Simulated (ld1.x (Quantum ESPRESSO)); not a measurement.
What one change does to a pseudopotential (Tc (Z = 43), RRKJ)

ld1.x (Quantum ESPRESSO) 7.5 input, shortened:

```
&input
   title='Tc', zed=43., rel=1, dft='PBESOL', iswitch=3,
   config='[Kr] 4d5 5s1.5 5p0.5'
 /
 &inputp
   pseudotype=2, tm=.false., rho0=0.005, lloc=-1, rcloc=1.50,
   nlcc=.false.
 /
3
4S  1  0   2.00   0.00  0.95  0.95  0.0
4P  2  1   6.00   0.00  1.55  1.55  0.0
4D  3  2   5.00   0.00  1.45  1.45  0.0
 &test
   configts(1)='4s2 4p6 4d5 5s1.5 5p0.5'
 /
```

Occupied shells without a wave of their own: 5p, 5s. They enter only through the test configuration that unscreens the potential.

Change: local potential all-electron potential smoothed inside 1.20 bohr (lloc = -1).

Cutoffs: the cutoffs (Ry, on a coarse ladder) from which the occupation-weighted sum of valence levels, in a spherical-Bessel basis at the reference potential, stays within 10 and 1 mRy of its value at 400 Ry; they do not see the model core or the augmentation charge, which bear on the density cutoff. Errors are all-electron minus pseudo energies relative to the spin-unpolarised reference configuration.

Task: Predict the effect on cutoff, ghosts and configuration errors.

Result: The potential gets neither clearly harder nor softer (110 Ry and 180 Ry → 110 Ry and 180 Ry); the miss of the reference levels goes from 0.03 to 0.23 eV; of the 7 tests that both files solve, the error grows in 7 and shrinks in 0 by more than 15 % and 0.3 meV (median size 30.7 → 194.7 meV); the range in which the s phases agree narrows (upper end 3.1 → 0.5); the range in which the p phases agree narrows (upper end 4.4 → 2.7); neither file shows a bound ghost. That the errors move this way runs against the usual rule that smaller radii transfer better.

```csv
quantity,base,changed
"cutoff, loose",110 Ry,110 Ry
"cutoff, tight",180 Ry,180 Ry
loose cutoff by channel (10 mRy a level),"s 80 Ry, p 40 Ry, d 40 Ry","s 60 Ry, p 40 Ry, d 40 Ry"
bound ghosts,none,none
"largest miss of a reference level, eV",0.03,0.23
"error for 4s2 4p6 4d5 5s2 5p0, meV [ΔE -1.88 eV]",-19,+96
"error for 4s2 4p6 4d5 5s1 5p0, meV [ΔE 6.32 eV]",+14,-175
"error for 4s2 4p6 4d5 5s0 5p0, meV [ΔE 21.16 eV]",+66,-606
"error for 4s2 4p6 4d4 5s2 5p1, meV [ΔE 4.74 eV]",-15,+195
"error for 4s2 4p6 4d4 5s2 5p0, meV [ΔE 9.78 eV]",-31,+151
"error for 4s2 4p6 4d5 5s0 5p2, meV [ΔE 5.91 eV]",+67,-326
"error for 4s2 4p6 4d5 5s0 5p1, meV [ΔE 10.95 eV]",+70,-432
s: phases at 1.70 bohr within 0.05 rad from the reference energy up to (Ry; the scan ends near 5),3.1,0.5
p: phases at 1.70 bohr within 0.05 rad from the reference energy up to (Ry; the scan ends near 5),4.4,2.7
d: phases at 1.70 bohr within 0.05 rad from the reference energy up to (Ry; the scan ends near 5),to the end of the scan,to the end of the scan
```

Changed file: The 5p, 5s levels have no wave, so the channel is fitted at the deeper level alone: the likely source of the large errors.
